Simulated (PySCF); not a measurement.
# HYS: one-bond stretch

Computed with PBE0 in PySCF with Y def2-TZVP with ECP28, S def2-TZVP, H def2-TZVP; scalar-relativistic core potentials, no spin–orbit coupling; density-fitted integrals.

Rigid scan from the singlet minimum (Y–H 1.980 Å, Y–S 2.283 Å; H–Y–S 110.7°). Coordinate: the bond from Y to the last atom (H) scaled, the rest fixed. Energies in kJ/mol from the minimum.

(1) Predict the curve at 0.92, 0.96, 1.00, 1.05, 1.12, 1.20, 1.35, 1.55, 1.80, 2.20.

Results:

(1) 
| scale of one bond | E (kJ/mol) | dipole size (D) |
| --- | --- | --- |
| 0.92 | 11.1 | 8.30 |
| 0.96 | 2.5 | 8.26 |
| 1.00 | 0.0 | 8.23 |
| 1.05 | 3.3 | 8.20 |
| 1.12 | 16.3 | 8.17 |
| 1.20 | 38.7 | 8.15 |
| 1.35 | 90.2 | 8.19 |
| 1.55 | 159.8 | – |
| 1.80 | 233.3 | – |
| 2.20 | 314.4 | – |

At long bonds a restricted determinant can lie too high, and another spin state can fall below this curve.

Other isomers or separated fragments may lie lower.

The scan took 8.7 s on 2 threads of a shared Arm Neoverse V1 host; the process peaked at 0.79 GiB. Launch command: `OMP_NUM_THREADS=2 python axn.py task.json out`.
